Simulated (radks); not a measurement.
Spin polarisation of the 4f13 shell in Yb3+. Start: [Xe] 4f(up 6.5, down 6.5); electrons of 4f are moved from spin down to spin up, other shells keep equal spins. Method: scalar-relativistic Kohn-Sham, PBE, spin-polarised, spherical densities, point nucleus; computed with a radial shooting solver on a logarithmic mesh with Libxc functionals.

[
 {"moment (Bohr magnetons)": "0", "E - E(0) (eV)": "0.000", "e(4f up) (eV)": "-35.995", "e(4f down) (eV)": "-35.995", "5p down minus up (eV)": "0.000", "5s down minus up (eV)": "0.000"},
 {"moment (Bohr magnetons)": "0.25", "E - E(0) (eV)": "-0.013", "e(4f up) (eV)": "-36.097", "e(4f down) (eV)": "-35.891", "5p down minus up (eV)": "0.075", "5s down minus up (eV)": "0.105"},
 {"moment (Bohr magnetons)": "0.5", "E - E(0) (eV)": "-0.051", "e(4f up) (eV)": "-36.197", "e(4f down) (eV)": "-35.786", "5p down minus up (eV)": "0.150", "5s down minus up (eV)": "0.210"},
 {"moment (Bohr magnetons)": "0.75", "E - E(0) (eV)": "-0.116", "e(4f up) (eV)": "-36.296", "e(4f down) (eV)": "-35.679", "5p down minus up (eV)": "0.225", "5s down minus up (eV)": "0.316"},
 {"moment (Bohr magnetons)": "1", "E - E(0) (eV)": "-0.206", "e(4f up) (eV)": "-36.394", "e(4f down) (eV)": "-35.571", "5p down minus up (eV)": "0.299", "5s down minus up (eV)": "0.421"}
]

At moment 1 the spin-polarisation energy is -0.206 eV and the 4f exchange splitting 0.823 eV, that is 0.823 eV per Bohr magneton; E = -I m^2/4 would give I = 0.823 eV.
